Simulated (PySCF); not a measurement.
CH₅FO₂Si₂, SMILES [Si@@]1(F)(O)[SiH2]OC1. Heavy atoms are numbered as in [OH:1][Si@:2]1([F:3])[CH2:4][O:5][SiH2:6]1. Hydrogens are named by the atom that carries them.

Geometry optimised at TPSSh-D3(BJ)/def2-SVP. The structure was generated by enumeration; whether it is a known compound was not checked. One conformer was computed; it need not be the lowest.

Computed with PySCF with PBE/pcSseg-1.

GIAO shieldings, no solvent; atoms alike by connectivity are averaged. δ = σ(ref) − σ: ¹⁷O against H2O (σ = 334.3 ppm); ²⁹Si against TMS (σ = 335.4 ppm); ¹⁹F against CFCl3 (σ = 133.6 ppm); ¹³C against TMS (σ = 182.0 ppm); ¹H against TMS (σ = 31.49 ppm), references at their B3LYP-D3(BJ)/def2-TZVP geometries, non-relativistic.

| nucleus | atoms | count | δ (ppm) |
|---|---|---|---|
| ¹⁷O | O1 (OH) | 1 | 90.6 |
| ¹⁷O | O5 | 1 | 33.7 |
| ²⁹Si | Si6 (SiH2) | 1 | 35.0 |
| ²⁹Si | Si2 | 1 | 20.7 |
| ¹⁹F | F3 | 1 | -142.0 |
| ¹³C | C4 (CH2) | 1 | 89.3 |
| ¹H | H on Si6 | 2 | 6.21 |
| ¹H | H on C4 | 2 | 5.27 |
| ¹H | H on O1 | 1 | 2.94 |
